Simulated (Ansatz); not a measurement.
C3H11GaN2 (`CC(N)(N)[CH2][GaH2]`). The species carries charge 0 and has multiplicity 1. Geometry: relaxed with PBE0-D4/def2-TZVP. It is one conformer, not always the lowest.

```xyz
17

C     0.773    0.157    1.361
C    -0.118   -0.380    0.251
N    -0.684   -1.682    0.550
N     0.736   -0.492   -0.985
C    -1.178    0.642   -0.159
Ga    0.006    1.449   -1.584
H     1.574   -0.553    1.595
H     0.178    0.309    2.263
H     1.226    1.111    1.082
H    -0.099   -2.221    1.178
H    -1.594   -1.579    0.975
H     1.697   -0.745   -0.783
H     0.341   -1.219   -1.573
H    -2.033    0.139   -0.618
H    -1.530    1.239    0.683
H     1.117    2.479   -1.137
H    -0.411    1.346   -3.100
```

Task: What is the dipole moment at ωB97M-V/def2-TZVPP? (Estimate.)

Result: Computed: 4.06 D, with components (0.83, -2.95, 2.66) D in this frame, pointing from negative to positive charge.

Task: And with PBE, r2SCAN, B3LYP? (Best estimate.)

Result: Computed: PBE 4.12 D, r2SCAN 4.14 D, B3LYP 4.08 D.

Task: Give the Mulliken charges with ωB97M-V, PBE, B3LYP in def2-TZVPP. (Estimate.)

Result: Ansatz gave: 
```
atom  ωB97M-V    PBE  B3LYP
  C1    -0.30  -0.29  -0.30
  C2     0.18   0.23   0.31
  N3    -0.28  -0.31  -0.33
  N4    -0.17  -0.15  -0.18
  C5    -0.46  -0.31  -0.36
 Ga6     0.14   0.05   0.13
  H7     0.09   0.06   0.06
  H8     0.11   0.08   0.08
  H9     0.12   0.10   0.10
 H10     0.10   0.13   0.12
 H11     0.12   0.15   0.14
 H12     0.12   0.14   0.13
 H13     0.13   0.15   0.14
 H14     0.11   0.07   0.08
 H15     0.10   0.07   0.08
 H16    -0.07  -0.09  -0.10
 H17    -0.06  -0.08  -0.10
```

B3LYP here is the variant with VWN-RPA as its local correlation; programs differ in this.
